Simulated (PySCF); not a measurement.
Functional dependence of a UV spectrum

Species: 1,2-dichloro-1,1,2,2-tetrafluoroethane, C₂Cl₂F₄.
Cartesian coordinates in Å at the PBE0-D3(BJ)/def2-SVP level; atoms count from 1:
```xyz
8
C2Cl2F4 angstrom
F      0.6788   -0.8855    1.3350
C     -0.3039   -0.4202    0.5761
F     -1.0103   -1.4512    0.1219
Cl    -1.3428    0.6450    1.5132
C      0.3036    0.3139   -0.6522
F     -0.6800    0.7605   -1.4215
F      1.0114   -0.5737   -1.3441
Cl     1.3416    1.6440   -0.1579
```

Linear-response calculations in the def2-SVPD basis (PySCF; singlets by full response, triplets Tamm–Dancoff, core orbitals frozen in the response; HF means time-dependent Hartree–Fock). 'Strongest' is the level of largest summed f among the singlets computed (10 roots, of which the last may lack a degenerate partner); it can jump between rows when another state enters that window. S1 is the lowest singlet of each run and needn't be the same state throughout; f(S1) is that of one state. Geometry: PBE0-D3(BJ)/def2-SVP, one conformer, isolated molecule.

```json
{"functional": "LDA", "kind": "LDA", "S1 (eV)": "6.83", "f(S1)": "0.000", "strongest (eV)": "8.22", "T1 (eV)": "6.49", "HOMO (eV)": "-8.49", "gap (eV)": "6.65", "ionisation energy, ΔSCF (eV)": "11.82"}
{"functional": "PBE", "kind": "GGA", "S1 (eV)": "6.91", "f(S1)": "0.000", "strongest (eV)": "8.24", "T1 (eV)": "6.51", "HOMO (eV)": "-8.34", "gap (eV)": "6.75", "ionisation energy, ΔSCF (eV)": "11.50"}
{"functional": "B3LYP", "kind": "global hybrid, 20% exact exchange", "S1 (eV)": "7.52", "f(S1)": "0.001", "strongest (eV)": "9.17", "T1 (eV)": "6.84", "HOMO (eV)": "-9.58", "gap (eV)": "8.74", "ionisation energy, ΔSCF (eV)": "12.01"}
{"functional": "PBE0", "kind": "global hybrid, 25% exact exchange", "S1 (eV)": "7.73", "f(S1)": "0.001", "strongest (eV)": "9.44", "T1 (eV)": "6.96", "HOMO (eV)": "-9.87", "gap (eV)": "9.34", "ionisation energy, ΔSCF (eV)": "12.09"}
{"functional": "BHandHLYP", "kind": "global hybrid, 50% exact exchange", "S1 (eV)": "8.06", "f(S1)": "0.001", "strongest (eV)": "9.88", "T1 (eV)": "7.18", "HOMO (eV)": "-11.27", "gap (eV)": "11.73", "ionisation energy, ΔSCF (eV)": "12.46"}
{"functional": "CAM-B3LYP", "kind": "range-separated hybrid", "S1 (eV)": "7.76", "f(S1)": "0.001", "strongest (eV)": "9.35", "T1 (eV)": "6.96", "HOMO (eV)": "-11.30", "gap (eV)": "11.80", "ionisation energy, ΔSCF (eV)": "12.39"}
{"functional": "wB97X-D", "kind": "range-separated hybrid", "S1 (eV)": "7.84", "f(S1)": "0.001", "strongest (eV)": "9.35", "T1 (eV)": "7.08", "HOMO (eV)": "-11.78", "gap (eV)": "13.03", "ionisation energy, ΔSCF (eV)": "12.36"}
{"functional": "LC-wPBE", "kind": "range-separated hybrid", "S1 (eV)": "7.97", "f(S1)": "0.000", "strongest (eV)": "9.95", "T1 (eV)": "7.06", "HOMO (eV)": "-12.75", "gap (eV)": "14.43", "ionisation energy, ΔSCF (eV)": "12.74"}
{"functional": "HF", "kind": "Hartree–Fock", "S1 (eV)": "8.68", "f(S1)": "0.000", "strongest (eV)": "11.54", "T1 (eV)": "7.59", "HOMO (eV)": "-13.46", "gap (eV)": "15.71", "ionisation energy, ΔSCF (eV)": "not settled"}
```

S1 runs from 6.83 eV (LDA) to 8.68 eV (HF), a spread of 1.85 eV, while the orbital gap spreads over 9.1 eV. Along PBE (0%), B3LYP (20%), PBE0 (25%), BHandHLYP (50%), HF (100%) S1 rises with the share of exact exchange. −ε(HOMO) comes closest to its own ΔSCF ionisation energy with LC-wPBE (+0.02 eV) and misses most with LDA (-3.33 eV). 'Not settled' means that the ion's SCF failed to converge or may have ended in another state than the lowest.
